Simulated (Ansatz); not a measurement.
The same path of BF3H2O (7 atoms, charge 0, multiplicity 1) was run twice with different band settings. Lost on the way: B1–F2, O5–H7. Made: F2–H7.

Theory: Ansatz 0.2.0, RKS BHLYP/def2-SVP.

Relaxed end points:

```xyz
7
Properties=species:S:1:pos:R:3
B 0.032 0.004 0.084
F -0.074 0.543 1.309
F 1.172 0.220 -0.564
F -1.089 -0.013 -0.654
O 0.128 -1.690 0.510
H -0.646 -2.141 0.164
H 0.117 -1.776 1.466
```

```xyz
7
Properties=species:S:1:pos:R:3
B 0.015 -0.444 -0.497
F 0.049 -0.086 2.312
F 1.104 0.268 -0.572
F -1.079 -0.017 -1.082
O 0.042 -1.624 0.154
H -0.789 -2.096 0.124
H 0.300 -0.855 1.875
```

Common settings: spring 5.0 eV/Å²; optimiser quadratic models (default); start path through a guess of the saddle point; force threshold 0.05 eV/Å; iteration limit 60; end points relaxed.

| run | movable images | climbing image |
| --- | --- | --- |
| 1 | 7 | yes |
| 2 | 2 | no |

(1) What does each run give, and how far can it be trusted?

Results:

(1) Run 1: converged after 15 iterations, highest image 1.216 eV above the first end. A vibrational analysis at the climbing image gives one clearly imaginary mode, 1223i cm⁻¹: a first-order saddle point.
Run 2: converged after 11 iterations, highest image 0.861 eV above the first end. No image climbed, so the highest image needn't sit at the top of the path. So few images can step over the top or miss a turn of the path.
The orbitals stay closed-shell, which can raise the energy where a bond breaks towards radicals; this wasn't checked here.
